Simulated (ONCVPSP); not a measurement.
## Cr: from the effect back to the setting (ONCV)

Base potential:

| Item | Value |
| --- | --- |
| Element | chromium |
| Generator | ONCVPSP 4.0.1 |
| Type | optimised norm-conserving Vanderbilt (ONCV) |
| Functional | PBE |
| Relativity | fully relativistic |
| Frozen core | [Ne] |
| Valence charge | 14 |
| Reference configuration | 3s2 3p6 3d4 (charge +2) |
| Partial waves | 3s: rc 1.25 bohr, ncon 3, nbas 7, qcut 9.4 1/bohr, 1 projector; 3p: rc 1.40 bohr, ncon 3, nbas 6, qcut 11.4 1/bohr, 2 projectors, debl 4 Ha; 3d: rc 1.10 bohr, ncon 4, nbas 9, qcut 14.5 1/bohr, 3 projectors, debl 1.5 Ha |
| Local potential | polynomial inside 0.80 bohr (lpopt 3, dvloc0 0 Ha) |
| Core correction | none |

Open shells are filled in proportion to 2j + 1.

Cutoffs, loose and tight: the cutoffs (Ha) at which the residual kinetic energy of the hardest occupied pseudo-wave falls to 1 and 0.1 mHa per electron. They do not see the model core or the augmentation charge, which bear on the density cutoff. Test errors are all-electron minus pseudo excitation energies from the reference, over the configurations 3s2 3p6 3d5 4s1; 3s2 3p6 3d5; 3s2 3p6 3d3; 3s2 3p6 3d4 4s1 4p1; variants that change the core or the reference have their own tests. The largest error is taken over the tests solved by every variant that gives reliable tests at all, those not shown here included: 3s2 3p6 3d3; 3s2 3p6 3d4 4s1 4p1; 3s2 3p6 3d5.

Only the scale of all radii (base = 1) is moved:

```tsv
scale of all radii (base = 1)	cutoff, loose	cutoff, tight	bound ghosts	largest test error (meV)
0.78	90 Ha	107 Ha	none	+197
0.85	84 Ha	96 Ha	none	+205
0.89	81 Ha	93 Ha	none	+218
0.96	77 Ha	88 Ha	none	+252
1.07	71 Ha	82 Ha	none	+297
1.15	67 Ha	78 Ha	none	+332
1.2	64 Ha	75 Ha	none	+337
1.25	62 Ha	73 Ha	none	+343
1.32	57 Ha	67 Ha	none	+351
```

Q: One more run gave cutoff, loose: 75 Ha; cutoff, tight: 86 Ha; bound ghosts: none; largest test error (meV): +272. Which value of the scale of all radii (base = 1) was used?

A: 1. The loose cutoff moves one way along this sweep, from 90 Ha at 0.78 to 57 Ha at 1.32, which places the run between 0.96 and 1.07.
